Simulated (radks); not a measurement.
Results of a calculation; reference values are marked as such.
Problem. Ionisation of the antimony ion Sb2+, [Kr] 4d10 5s2 5p1, to [Kr] 4d10 5s2 as the strength of local exchange is varied. Level of theory: non-relativistic Kohn-Sham, Slater X-alpha exchange (alpha = 2/3 is LDA exchange), no correlation, spin-unpolarised, spherical densities, point nucleus; relativity is left out, which matters for an element this heavy (a radial shooting solver on a logarithmic mesh with Libxc functionals).

| alpha | E(Sb2+) (hartree) | exchange (hartree) | IE (eV) | -e of the level emptied (eV) | <r> of it (bohr) |
|---|---|---|---|---|---|
| 0.623 | -6294.51394 | -144.83306 | 23.005 | 18.701 (5p) | 2.557 |
| 0.667 | -6304.75077 | -155.30001 | 23.466 | 19.144 (5p) | 2.533 |
| 0.738 | -6321.30239 | -172.25586 | 24.220 | 19.871 (5p) | 2.496 |
| 0.909 | -6361.33372 | -213.42716 | 26.085 | 21.675 (5p) | 2.412 |
| 1.01 | -6385.08910 | -237.96612 | 27.218 | 22.776 (5p) | 2.366 |
| ? | -6306.61370 | -157.20646 | 23.550 | 19.226 (5p) | 2.529 |

Which alpha was used in the last row?

Solution. alpha = 0.675. NIST Atomic Spectra Database: 25.324 eV (measured). The Delta-SCF value meets it near alpha = 0.84. Relativity is left out here, which matters for elements this heavy. Spin polarisation and multiplet splitting are left out, so open shells lie too high by an amount that depends on their filling.

Beside tabulated values, note that spin-unpolarised runs miss the spin-polarisation part of the exchange energy of open shells.
